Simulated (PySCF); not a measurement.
An unknown is described by computed data only.

Elements present: C, H and Si. Monoisotopic mass: 156.0791 u.

- 13C NMR: chemical shifts (computed TMS as zero) by class: 41.6 (1 C), 39.9 (2 C), 31.9 (1 C), 31.5 (2 C), -10.5 (1 C) ppm [GIAO PBE0/pcSseg-1]
- Rotational structure: rotational constants A, B, C: 2.307, 0.705, 0.572 GHz [GFN2-xTB]
- Dipole: 0.26 D [PBE0/pcSseg-1]
- 1H NMR: chemical shifts (computed TMS as zero) by class: 4.90 (2 H), 4.70 (2 H), 2.33 (1 H), 2.04 (2 H), 1.65 (2 H), 1.54 (2 H), 1.35 (1 H), 0.79 (2 H), 0.44 (1 H), 0.40 (1 H) ppm [GIAO PBE0/pcSseg-1]
- NMR, other nuclei: isotropic shieldings of nuclei other than C and H, by class: 380 (2 Si) ppm [GIAO PBE0/pcSseg-1]

The electronic properties come from PySCF, for the isolated species, density fitting. Levels stand in brackets. Isolated species at its GFN2-xTB geometry (one conformer only). Each NMR value is the plain mean over a class of atoms that symmetry, rotation or inversion makes alike.

Question: Which formula fits the mass and the elements?

Answer: C7H16Si2 (calculated 156.0791). No other formula that holds each of these elements comes within 0.0003 u with a fitting electron parity and a possible valence count.

Question: Give a SMILES that accounts for the data.

Answer: Numbering: `[CH2:1]1[CH2:2][CH2:3][CH:4]([CH:5]2[SiH2:6][CH2:7][SiH2:8]2)[CH2:9]1`. Its formula, C7H16Si2, gives 2 degrees of unsaturation: 2 rings and 0 π bonds in the structure found. 7 carbons fall into 5 classes; from least to most shielded: sp3 CH carbon [C4] (41.6 ppm), ring CH2 carbon [C3/C9] (39.9 ppm, 2 C, up to 2.6 ppm apart in this geometry), ring sp3 carbon bound to silicon [C5] (31.9 ppm), ring CH2 carbon [C1/C2] (31.5 ppm, 2 C, up to 3.2 ppm apart in this geometry), ring sp3 carbon bound to silicon [C7] (-10.5 ppm). Hydrogen classes from least to most shielded: 2 H on 2 SiH2 silicons, Si6/Si8 (4.90 ppm), 2 H on 2 SiH2 silicons, Si6/Si8 (4.70 ppm), 1 H on an sp3 CH carbon, C4 (2.33 ppm), 2 H on 2 ring CH2 carbons, C3/C9 (2.04 ppm), 2 H on 2 ring CH2 carbons, C1/C2 (1.65 ppm), 2 H on 2 ring CH2 carbons, C1/C2 (1.54 ppm), 1 H on an sp3 carbon bound to silicon, C5 (1.35 ppm), 2 H on 2 ring CH2 carbons, C3/C9 (0.79 ppm), 1 H on an sp3 carbon bound to silicon, C7 (0.44 ppm), 1 H on an sp3 carbon bound to silicon, C7 (0.40 ppm). The other shieldings belong to: 380 ppm, SiH2 silicon [Si6/Si8]. The optimised geometry has point group C1 and is an asymmetric top. Structure: `C1CCC(C2[SiH2]C[SiH2]2)C1`. Computed isomers that give other values at the same levels: `C=CC[C@@H]1C[SiH2][SiH2][C@H]1C` (13C chemical shifts (computed TMS as zero) by class: 146.7 (1 C), 122.9 (1 C), 53.4 (1 C), 46.9 (1 C), 31.6 (1 C), 21.6 (1 C), 11.9 (1 C) ppm); `C=CC[C@@H]1C[SiH2][SiH2][C@@H]1C` (13C chemical shifts (computed TMS as zero) by class: 147.7 (1 C), 123.4 (1 C), 46.6 (1 C), 39.7 (1 C), 31.3 (1 C), 19.0 (1 C), 18.2 (1 C) ppm); `[SiH3]/C=C(\[SiH3])C1CCCC1` (13C chemical shifts (computed TMS as zero) by class: 171.5 (1 C), 134.0 (1 C), 58.3 (1 C), 33.8 (2 C), 26.5 (2 C) ppm). The assignments are read from this structure; whether some other isomer fits the data as well wasn't checked.
